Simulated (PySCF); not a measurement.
Polarisability and C₆ of Te⁺ (tellurium, charge +1)

[Kr] 4d10 5s1 5p3 5d1, high-spin 6D determinant (an excited configuration). Computed with PySCF 2.14 in aug-cc-pVTZ-PP with ECP28MDF (6s5p4d2f, 55 functions), with a scalar-relativistic core potential. Coupled (time-dependent) response in atomic units; α is the mean over directions.

```json
{"method": "UHF", "mean α (bohr³)": "59.98", "α xx, yy, zz": "77.71, 77.71, 24.54", "C₆ (like pair)": "445.7", "S(−4)": "6929"}
{"method": "PBE", "mean α (bohr³)": "67.33", "α xx, yy, zz": "88.09, 88.09, 25.80", "C₆ (like pair)": "488.4", "S(−4)": "10360"}
{"method": "PBE0", "mean α (bohr³)": "64.38", "α xx, yy, zz": "83.89, 83.89, 25.35", "C₆ (like pair)": "472.6", "S(−4)": "8718"}
{"method": "r2SCAN0", "mean α (bohr³)": "65.70", "α xx, yy, zz": "86.04, 86.04, 25.01", "C₆ (like pair)": "492.1", "S(−4)": "8363"}
{"method": "B97-3", "mean α (bohr³)": "66.24", "α xx, yy, zz": "86.52, 86.52, 25.66", "C₆ (like pair)": "489.0", "S(−4)": "9107"}
```

S(−4) is the Cauchy moment in α(ω) = α(0) + S(−4) ω² + …

Spin-orbit coupling is absent.

α(iu) at r2SCAN0:

```
u (hartree)  α(iu) (bohr³)
          0          65.70
     0.0500          51.81
      0.100          37.53
      0.200          25.34
      0.300          19.23
      0.500          12.06
      0.750          7.436
       1.00          5.022
       1.50          2.767
       2.00          1.782
       3.00         0.9364
       5.00         0.3936
```

A single London oscillator, α(iu) = α/(1 + u²/ω²), gives C₆ = (3/4) ω α². Matching the computed C₆ needs ω = 4 × 492.1 / (3 × 65.70²) = 0.152 hartree.

For an ion, C₆ is the dispersion term alone; charge-induced terms of lower order in 1/R come first.

The components differ because the open shell of this determinant is not spherical; for a pure term their mean is the scalar polarisability.

Energies and moments cover only the electrons outside the core potential. The outer electron is Rydberg-like, and this basis confines it to a smaller radius and binds it less than a complete one would.
